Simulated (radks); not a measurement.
Values are calculated unless marked as measured or tabulated.
The samarium ion Sm3+, configuration [Xe] 4f5. Code: a radial shooting solver on a logarithmic mesh with Libxc functionals. Model: Dirac Kohn-Sham, LDA (Slater exchange, Perdew-Wang correlation), spin-unpolarised, spherical densities, finite nucleus; open shells fill j = l - 1/2 first; Fermi nuclear charge, rms radius 4.962 fm. Some entries of the table are withheld. Estimate them.

orbital,occ.,eigenvalue (eV),<r^2> (bohr^2),<1/r> (bohr^-1)
1s1/2,2,-46611.85,0.0007059,68.75
2s1/2,2,-7640.648,0.01107,16.34
2p1/2,2,-7247.315,0.008055,16.33
2p3/2,4,-6645.251,0.009297,14.55
3s1/2,2,-1698.453,0.07436,5.936
3p1/2,2,-1528.680,0.06947,5.855
3p3/2,4,-1406.851,0.07669,5.407
3d3/2,4,-1111.070,0.06165,5.284
3d5/2,6,-1084.587,0.06368,5.172
4s1/2,2,-362.1407,0.3784,2.482
4p1/2,2,-296.9981,0.3996,(1)
4p3/2,4,-269.9820,0.4395,(2)
4d3/2,4,(3),(4),2.008
4d5/2,6,(5),(6),1.970
5s1/2,2,-71.1771,(7),0.9699
5p1/2,2,-52.9324,2.636,0.8639
5p3/2,4,-48.9496,2.923,0.8122
4f5/2,5,(8),1.045,1.446
4f7/2,0,(9),1.071,1.431

Answer. 
(1) 4p1/2 <1/r> (bohr^-1): 2.377
(2) 4p3/2 <1/r> (bohr^-1): 2.225
(3) 4d3/2 eigenvalue (eV): -162.4624
(4) 4d3/2 <r^2> (bohr^2): 0.5092
(5) 4d5/2 eigenvalue (eV): -157.6162
(6) 4d5/2 <r^2> (bohr^2): 0.5250
(7) 5s1/2 <r^2> (bohr^2): 2.127
(8) 4f5/2 eigenvalue (eV): -32.9015
(9) 4f7/2 eigenvalue (eV): -32.2991
